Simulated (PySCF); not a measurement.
PySCF input file for C3H7ClSi, SMILES [SiH3]C/C=C\Cl, SMD-B3LYP/def2-SVP. The structure is a stationary point at B3LYP-D3(BJ)/def2-SVP. The structure was generated by enumeration; whether it is a known compound was not checked. The values are those of a single conformer.

```python
import numpy as np
from pyscf import gto, scf, dft
from pyscf.solvent import smd

mol = gto.M(
    atom='''
    Si   -1.98502318   -0.08359621   -0.82336832
    C    -0.33211614   -1.02778452   -0.76302142
    C     0.20213049   -1.10858944    0.63047549
    C     1.03334845   -0.23816179    1.21325515
    Cl    1.67883219    1.16032767    0.39142470
    H    -2.49980414   -0.04760934   -2.22465274
    H    -1.79016765    1.30763286   -0.32991397
    H    -2.99085110   -0.76955889    0.04003917
    H    -0.49627417   -2.03449268   -1.18052933
    H     0.37473649   -0.49889260   -1.42225627
    H    -0.14480249   -1.93432347    1.26169106
    H     1.37716365   -0.33076481    2.24430309
    ''',
    basis='def2-SVP',
    charge=0,
    spin=0,
    max_memory=1600,
    verbose=3,
)
mf = dft.RKS(mol, xc='b3lyp').density_fit(auxbasis='def2-universal-jkfit')
mf.grids.level = 3
mf.conv_tol = 1e-9
mf.max_cycle = 100
mf.kernel()
res = {}
for name in ['water', 'methanol', 'ethanol']:
    s = mf.SMD()
    s.with_solvent.solvent, s.with_solvent.sasa_ng = name, 194
    s.kernel(mf.make_rdm1())
    res[name] = (s.e_tot, s.with_solvent.get_cds(), s.dip_moment(), s.mo_energy, s.converged)
    print(f'SMD {name}: dG(solv) = {(s.e_tot - mf.e_tot) * 627.509474:.3f} kcal/mol, of which CDS {res[name][1] * 627.509474:.3f}')
```

It prints:

```
converged SCF energy = -867.912050176254
converged SCF energy = -867.91005603807
Dipole moment(X, Y, Z, Debye): -0.38418, -1.90459,  0.34922
SMD water: dG(solv) = 1.251 kcal/mol, of which CDS 3.784
converged SCF energy = -867.917077430913
Dipole moment(X, Y, Z, Debye): -0.37961, -1.88399,  0.34768
SMD methanol: dG(solv) = -3.155 kcal/mol, of which CDS -0.701
converged SCF energy = -867.917248395707
Dipole moment(X, Y, Z, Debye): -0.37724, -1.87328,  0.34685
SMD ethanol: dG(solv) = -3.262 kcal/mol, of which CDS -0.849
```

The run converged.

Cost: about 80 core-seconds (a rough figure).
